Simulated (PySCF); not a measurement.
A geometry optimisation, step by step.

Species: C4H11AsGe.
Atom-mapped SMILES: `[CH3:1][C@@H:2]1[CH2:3][CH2:4][Ge@H:5]1[AsH2:6]` (hydrogens: H7, H8, H9 on C1; H10 on C2; H11, H12 on C3; H13, H14 on C4; H15 on Ge5; H16, H17 on As6)

Method: PySCF, PBE0-D3(BJ)/def2-SVP geometry optimisation, gas phase; density fitting, grid level 1; the optimiser is geomeTRIC in internal coordinates, started from a GFN2-xTB structure. 6 of its 12 geometries are shown. The frame can shift and turn from step to step; on so coarse a grid that alone can change the energy by a few meV, and forces under 0.02 eV/Å are noise.

Step 0: E = -121649.8246 eV, largest atomic force 1.057 eV/Å
```
atom  x, y, z in Å  |  force x, y, z in eV/Å
C1     -0.115    2.112    0.246    0.206  -0.554  -0.193
C2     -0.176    0.698   -0.291    0.174   0.310   0.293
C3     -1.515   -0.028   -0.099    0.633  -0.339   0.054
C4     -1.070   -1.489    0.045    0.109  -0.011   0.044
Ge5     0.740   -0.855    0.633   -0.947   0.307  -0.354
As6     2.795   -1.914   -0.107   -0.130  -0.276   0.355
H7     -0.840    2.748   -0.263   -0.275   0.314  -0.161
H8     -0.338    2.124    1.312   -0.092   0.111   0.426
H9      0.877    2.537    0.099    0.337   0.275  -0.015
H10     0.089    0.698   -1.353    0.198  -0.140  -0.276
H11    -1.970    0.308    0.833   -0.238   0.160   0.319
H12    -2.229    0.142   -0.907   -0.321   0.113  -0.244
H13    -1.022   -1.980   -0.927    0.126  -0.208  -0.310
H14    -1.706   -2.088    0.693   -0.080  -0.352   0.310
H15     0.716   -0.624    2.155    0.165  -0.004   0.147
H16     2.313   -1.811   -1.525   -0.166  -0.116  -0.483
H17     3.444   -0.567   -0.255    0.301   0.411   0.085
```

Step 2: E = -121649.9314 eV, largest atomic force 0.042 eV/Å
```
atom  x, y, z in Å  |  force x, y, z in eV/Å
C1     -0.253    1.997    0.348   -0.002   0.004   0.012
C2     -0.307    0.569   -0.147   -0.023   0.003  -0.010
C3     -1.625   -0.217    0.068   -0.006   0.020  -0.005
C4     -1.138   -1.676    0.207   -0.033  -0.018  -0.018
Ge5     0.619   -0.945    0.755    0.009  -0.001   0.004
As6     2.671   -1.939   -0.088   -0.026   0.002  -0.015
H7     -0.985    2.635   -0.177    0.002  -0.002  -0.002
H8     -0.479    2.059    1.425    0.001  -0.004  -0.003
H9      0.742    2.444    0.192    0.000  -0.002  -0.004
H10    -0.024    0.519   -1.213    0.010  -0.008   0.009
H11    -2.087    0.112    1.015    0.010  -0.009   0.004
H12    -2.380   -0.055   -0.723    0.002  -0.005   0.006
H13    -1.056   -2.179   -0.770    0.012   0.008   0.001
H14    -1.715   -2.321    0.883    0.018   0.004   0.017
H15     0.744   -0.749    2.285    0.009   0.001   0.007
H16     2.174   -1.822   -1.526    0.001   0.000  -0.016
H17     3.354   -0.576   -0.160    0.015   0.006   0.013
```

Step 4: E = -121649.9335 eV, largest atomic force 0.083 eV/Å
```
atom  x, y, z in Å  |  force x, y, z in eV/Å
C1     -0.261    1.994    0.360    0.007  -0.024  -0.048
C2     -0.325    0.568   -0.137    0.007  -0.002   0.061
C3     -1.634   -0.224    0.102    0.051  -0.062   0.000
C4     -1.137   -1.684    0.212    0.068   0.034   0.023
Ge5     0.630   -0.951    0.730   -0.017   0.034  -0.018
As6     2.656   -1.924   -0.184    0.001  -0.077   0.031
H7     -1.000    2.633   -0.153   -0.012   0.011   0.006
H8     -0.467    2.055    1.441   -0.003   0.001   0.020
H9      0.731    2.439    0.185    0.004   0.004   0.010
H10    -0.056    0.518   -1.206   -0.018   0.005  -0.031
H11    -2.069    0.089    1.067   -0.014   0.014   0.012
H12    -2.411   -0.060   -0.666   -0.017   0.018  -0.009
H13    -1.068   -2.175   -0.770   -0.027  -0.018  -0.005
H14    -1.681   -2.339    0.905   -0.037  -0.008  -0.018
H15     0.796   -0.784    2.259    0.009   0.006   0.003
H16     2.170   -1.713   -1.614   -0.005   0.037  -0.025
H17     3.382   -0.583   -0.158    0.002   0.026  -0.013
```

Step 7: E = -121649.9359 eV, largest atomic force 0.048 eV/Å
```
atom  x, y, z in Å  |  force x, y, z in eV/Å
C1     -0.265    1.989    0.390    0.001   0.001   0.011
C2     -0.348    0.568   -0.117    0.025  -0.014  -0.022
C3     -1.639   -0.233    0.175   -0.015  -0.004   0.008
C4     -1.134   -1.692    0.228    0.032   0.011   0.033
Ge5     0.655   -0.963    0.669   -0.001  -0.001  -0.012
As6     2.613   -1.937   -0.380    0.000   0.000  -0.004
H7     -1.031    2.631   -0.080    0.001  -0.002   0.003
H8     -0.421    2.038    1.480    0.003   0.002   0.000
H9      0.716    2.440    0.174    0.001   0.000   0.000
H10    -0.136    0.530   -1.201   -0.011   0.014   0.001
H11    -2.020    0.058    1.170   -0.004   0.006  -0.004
H12    -2.458   -0.051   -0.544    0.002   0.001   0.000
H13    -1.119   -2.166   -0.765   -0.010  -0.002  -0.001
H14    -1.644   -2.360    0.935   -0.014  -0.009  -0.016
H15     0.913   -0.837    2.190   -0.005   0.009  -0.004
H16     2.147   -1.496   -1.765    0.002  -0.003   0.009
H17     3.428   -0.661   -0.184   -0.006  -0.009  -0.001
```

Step 9: E = -121649.9362 eV, largest atomic force 0.036 eV/Å
```
atom  x, y, z in Å  |  force x, y, z in eV/Å
C1     -0.247    1.989    0.393    0.002   0.003   0.021
C2     -0.343    0.571   -0.121   -0.010  -0.004  -0.027
C3     -1.639   -0.221    0.180   -0.010   0.021   0.006
C4     -1.144   -1.683    0.234   -0.035  -0.011  -0.001
Ge5     0.652   -0.967    0.660    0.009  -0.016   0.001
As6     2.596   -1.968   -0.388   -0.006   0.019  -0.004
H7     -1.015    2.638   -0.064    0.004  -0.001  -0.001
H8     -0.391    2.032    1.485    0.004  -0.002  -0.004
H9      0.734    2.437    0.171    0.001  -0.001  -0.005
H10    -0.145    0.540   -1.207    0.006   0.003   0.007
H11    -2.015    0.077    1.175    0.006  -0.001  -0.003
H12    -2.460   -0.034   -0.536    0.006  -0.008   0.000
H13    -1.142   -2.158   -0.759    0.010   0.010  -0.002
H14    -1.663   -2.348    0.938    0.014   0.002   0.007
H15     0.916   -0.830    2.178   -0.002   0.003   0.001
H16     2.137   -1.516   -1.772   -0.001  -0.009  -0.002
H17     3.426   -0.701   -0.192    0.003  -0.007   0.004
```

Step 11: E = -121649.9364 eV, largest atomic force under 0.02 eV/Å
```
atom  x, y, z in Å  |  force x, y, z in eV/Å
C1     -0.231    1.989    0.395    0.002  -0.003  -0.002
C2     -0.341    0.573   -0.124   -0.007   0.004   0.002
C3     -1.642   -0.210    0.183    0.008   0.000   0.002
C4     -1.156   -1.676    0.237   -0.011  -0.001  -0.005
Ge5     0.647   -0.971    0.655   -0.002  -0.003  -0.001
As6     2.583   -1.984   -0.393    0.001  -0.004   0.002
H7     -0.996    2.645   -0.056    0.000   0.001   0.001
H8     -0.369    2.028    1.488    0.002   0.000   0.001
H9      0.752    2.429    0.168    0.001   0.000  -0.001
H10    -0.146    0.543   -1.211    0.003  -0.001  -0.002
H11    -2.012    0.092    1.178   -0.001   0.002   0.001
H12    -2.463   -0.021   -0.532   -0.001   0.000  -0.001
H13    -1.158   -2.151   -0.756    0.001   0.002   0.000
H14    -1.675   -2.338    0.944    0.003   0.002   0.004
H15     0.914   -0.830    2.173    0.001   0.000   0.000
H16     2.127   -1.535   -1.778   -0.002   0.001  -0.002
H17     3.423   -0.725   -0.197    0.000   0.001  -0.001
```

Question: Summarise the path.

Answer: The energy falls by 2.58 kcal/mol from step 0 to step 11; nine tenths of that is first reached at step 1. It falls at every step. The largest force goes from 1.057 to under 0.02 eV/Å. Among the bonds C2–Ge5 changes most, from 2.026 to 1.992 Å; the atoms move by 0.130 Å rms after alignment.

What follows is the cost of the whole optimisation. The run took 2.5 min of wall time on one thread of an Arm Neoverse V1, shared host with 32 logical CPUs at a one-minute load of 14, and the process peaked at 0.74 GiB of memory.
